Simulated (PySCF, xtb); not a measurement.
VO₂F, SMILES [O]=[V](=[O])[F], multiplicity 1.

Harmonic wavenumbers (cm⁻¹) from GFN2-xTB in xtb at its own minimum, in rising order: 270, 276, 358, 574, 941, 1005.

Q: What does B3LYP-D3(BJ)/def2-SVP (PySCF) give at its own minimum? (An estimate is asked for; the answer gives what the named calculation found.)

A: 162, 257, 394, 763, 1119, 1121. Paired by order, the mean absolute difference is 108 cm⁻¹ and the zero-point energies are 4.9 and 5.5 kcal/mol.
